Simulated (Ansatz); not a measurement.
Consider the formal hydrolysis of a Ti–F bond: `[F][Ti]([F])([Cl])[SeH]` + H₂O → `[OH][Ti]([F])([Cl])[SeH]` + H–F.

Program: Ansatz. Geometries: PBE0-D4/def2-TZVP. ΔE: electronic, gas phase. CCSD(T)/CBS is the MP2 limit (def2-TZVPP, def2-QZVPP) plus CCSD(T) − MP2 in def2-TZVPP, frozen cores. This one scheme is used for every species. DFT in def2-TZVPP. For Se, Ti outer-core shells are correlated without core-valence functions, which leaves a few kJ/mol of doubt a bond. Scalar relativity is left out up to krypton. Each species was taken in one conformer, which may not be the lowest.

`[F][Ti]([F])([Cl])[SeH]`:

Cartesian coordinates in Å:
```
F 1.074 1.178 0.941
Ti 0.285 0.336 -0.361
F -0.210 1.379 -1.656
Cl 1.608 -1.234 -1.095
Se -1.747 -0.633 0.478
H -1.009 -1.025 1.693
```

H₂O:

```xyz
3

O    -0.138   -0.192    0.309
H    -0.429    0.658   -0.027
H     0.567   -0.466   -0.282
```

`[OH][Ti]([F])([Cl])[SeH]`:

Cartesian coordinates in Å:
```
O 0.131 -1.368 1.086
Ti -0.288 0.074 0.185
F -0.055 1.545 1.098
Cl -2.358 0.001 -0.541
Se 1.255 0.056 -1.669
H 0.526 -1.708 1.890
H 0.789 1.401 -2.050
```

H–F:

```xyz
2

F    -0.422    0.160    0.087
H     0.422   -0.160   -0.087
```

(1) Is it downhill or uphill in electronic energy at CCSD(T)/CBS, and by how much? (Estimate.)

(2) What do these levels give: PBE-D4, PBE0-D4, PBE, r2SCAN, PBE0, HF/def2-TZVPP, MP2/def2-TZVPP, SCS-MP2/def2-TZVPP, CCSD/def2-TZVPP, CCSD(T)/def2-TZVPP, MP2/def2-QZVPP, MP2/CBS(def2)? (Best estimate.)

Largest T1 diagnostic among the species: 0.024, so the coupled-cluster value is less sure than usual.

## Answers

(1) Ansatz gave: Uphill: ΔE = +6.8 kcal/mol.

(2) Ansatz gave: PBE-D4 9.4, PBE0-D4 8.4, PBE 10.0, r2SCAN 10.0, PBE0 8.9, HF/def2-TZVPP 8.5, MP2/def2-TZVPP 6.2, SCS-MP2/def2-TZVPP 7.0, CCSD/def2-TZVPP 7.4, CCSD(T)/def2-TZVPP 7.2, MP2/def2-QZVPP 6.1, MP2/CBS(def2) 5.7 kcal/mol.

In def2-TZVPP, CCSD(T) changes the Hartree–Fock value by −1.3 kcal/mol (the triples alone add −0.2 kcal/mol) and MP2 by −2.3 kcal/mol. From PBE to PBE0 (25 % exact exchange), in def2-TZVPP and without D4, ΔE moves by −1.1 kcal/mol. The D4 term adds −0.9 kcal/mol with B3LYP and −0.5 kcal/mol with PBE0; it sums over pairs of atoms, weighted by their polarisabilities, and B3LYP, whose exchange is more repulsive, gets the larger term.

B3LYP here is the variant with VWN-RPA as its local correlation; programs differ in this.
